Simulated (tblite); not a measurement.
C5H7O2 (doublet state).
Numbering: `[CH:1]#[C:2][CH2:3][CH2:4][O:5][CH2:6][O:7]` (hydrogens: H8 on C1; H9, H10 on C3; H11, H12 on C4; H13, H14 on C6)

Cartesian coordinates in Å at the GFN2-xTB level; atoms count from 1:
```xyz
14
C5H7O2 angstrom
C      1.8663    1.2498   -0.1575
C      1.5150    0.1841    0.2686
C      0.9842   -1.0494    0.7982
C     -0.5215   -1.1727    0.4745
O     -1.2322   -0.0855    1.0132
C     -1.4553    0.9896    0.1128
O     -1.6070    0.7475   -1.1278
H      2.2330    2.1515   -0.5507
H      1.5089   -1.8994    0.3568
H      1.1240   -1.0642    1.8822
H     -0.9186   -2.0814    0.9347
H     -0.6788   -1.2053   -0.6102
H     -0.5440    1.6629    0.2629
H     -2.2747    1.5721    0.6001
```

Level: GFN2-xTB in tblite, geometry and Hessian alike; calculated harmonic values, unscaled, isolated species. The method is semi-empirical: single wavenumbers can be off by several per cent or more. One conformer, not necessarily the lowest. Open shells enter through the occupations alone, without spin polarisation, and single modes of such species can be off by tens of per cent.

Harmonic wavenumbers (cm⁻¹): 78.8, 92.4, 141.4, 178.9, 295.6, 315.2, 362.0, 514.3, 630.8, 646.4, 671.5, 797.1, 839.8, 875.3, 912.4, 1010.7, 1031.7, 1058.7, 1106.0, 1158.0, 1199.1, 1249.3, 1253.3, 1290.9, 1312.3, 1356.4, 1420.8, 1434.1, 2258.1, 2347.3, 2652.3, 2926.8, 2955.0, 2966.8, 2974.2, 3390.3.

A = 3732, B = 2318, C = 1679 MHz; mass 99.045 u (most abundant isotopes); point group C1, symmetry number 1; spin multiplicity 2.

Zero-point energy?

Half the sum of the wavenumbers: 22852 cm⁻¹ = 65.34 kcal/mol.

Entropy at 273.15 K, 1 bar (ideal gas, RRHO, classical rotation)?

Translation 39.28, rotation 27.23, vibration 17.73, spin (R ln 2) 1.38: S = 85.6 cal/(mol K).

And Cp and H(273.15 K) − H(0)?

Cp = 27.60 cal/(mol K), of which vibrations give 19.66 (their classical limit is 36 R = 71.5); H(273.15 K) − H(0) = 4.83 kcal/mol without the zero-point energy, 2.66 from vibrations.

How do the functions run with temperature in this model?

| T (K) | S (cal/(mol K)) | Cp (cal/(mol K)) | H − H(0) (kcal/mol) | G − H(0) (kcal/mol) | ln q(vib) |
| --- | --- | --- | --- | --- | --- |
| 100 | 65.1 | 15.4 | 1.13 | -5.38 | 0.95 |
| 200 | 77.9 | 22.2 | 3.01 | -12.57 | 2.71 |
| 300 | 88.3 | 29.6 | 5.60 | -20.89 | 4.50 |
| 500 | 106.7 | 43.0 | 12.94 | -40.44 | 8.12 |
| 800 | 130.0 | 55.7 | 27.92 | -76.07 | 13.39 |
| 1000 | 143.0 | 61.1 | 39.63 | -103.40 | 16.68 |

q(vib) and H(0) count from the zero-point level.

What must be added to the electronic energy to get the Gibbs energy at 273.15 K and 1 bar?

ZPE + [H(273.15 K) − H(0)] − T·S = 65.34 + 4.83 − 23.39 = 46.78 kcal/mol.

Blend soft modes into free rotors: weight 1/[1 + (100 cm⁻¹/ν̃)⁴] for the oscillator and the rest for a rotor with moment μB/(μ + B), μ = h/(8π²ν), B = 10⁻⁴⁴ kg m². What vibrational entropy results?

16.83 cal/(mol K) in place of 17.73, which changes −T·S at 273.15 K by +0.25 kcal/mol.

Which modes carry the vibrational entropy at 273.15 K?

78.8 cm⁻¹: 3.75; 92.4 cm⁻¹: 3.44; 141.4 cm⁻¹: 2.62; 178.9 cm⁻¹: 2.18; 295.6 cm⁻¹: 1.30; 315.2 cm⁻¹: 1.19 cal/(mol K); the other 30 give 3.26 together.

Hindered rotation and anharmonicity are outside this model. Other conformers, if any are populated, would add a mixing term that is left out. The structure is chiral; the term R ln 2 for an equal mix with its mirror image is left out.

On an Arm Neoverse V2 with one thread, shared host with 48 logical CPUs at a one-minute load of 31, this took 0.27 s of wall time. The figure is for the frequency step alone.
